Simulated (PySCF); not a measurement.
C3H12OSi2. Atoms are numbered in the order given.

```xyz
18

C     -3.0590    -0.0209    -0.7195
C     -2.6942     0.1051     0.7593
C     -1.3770    -0.5751     1.1138
O     -0.3162     0.0344     0.3813
Si     1.2581    -0.5699     0.3863
Si     2.4662     0.8106    -1.0780
H     -2.2535     0.4014    -1.3522
H     -3.9994     0.5158    -0.9553
H     -3.1938    -1.0835    -1.0123
H     -3.4893    -0.3344     1.4002
H     -2.6170     1.1767     1.0439
H     -1.1846    -0.4923     2.2101
H     -1.4364    -1.6656     0.8730
H      1.8483    -0.5398     1.7785
H      1.2783    -2.0116    -0.0712
H      2.4517     2.2348    -0.5920
H      3.8960     0.3408    -1.1514
H      1.8705     0.7587    -2.4591
```
Charge 0, spin multiplicity 1.

The structure is a stationary point at PBE-D3(BJ)/def2-SVP. One conformer was computed; it need not be the lowest.

These are B3LYP/pcSseg-1 (PySCF) values and carry that method's errors.

GIAO shieldings, no solvent; atoms listed in one row are averaged. δ = σ(ref) − σ: ¹³C against TMS (σ = 181.3 ppm); ¹⁷O against H2O (σ = 333.8 ppm); ²⁹Si against TMS (σ = 338.7 ppm); ¹H against TMS (σ = 31.68 ppm), references at their B3LYP-D3(BJ)/def2-TZVP geometries, non-relativistic.

```tsv
nucleus	atoms	count	δ (ppm)
¹³C	C3	1	78.2
¹³C	C2	1	34.2
¹³C	C1	1	17.0
¹⁷O	O4	1	33.0
²⁹Si	Si5	1	-16.5
²⁹Si	Si6	1	-104.5
¹H	H14, H15	2	5.51
¹H	H12	1	4.39
¹H	H16, H17, H18	3	3.89
¹H	H13	1	3.88
¹H	H11	1	2.25
¹H	H10	1	1.79
¹H	H7, H8, H9	3	1.62
```
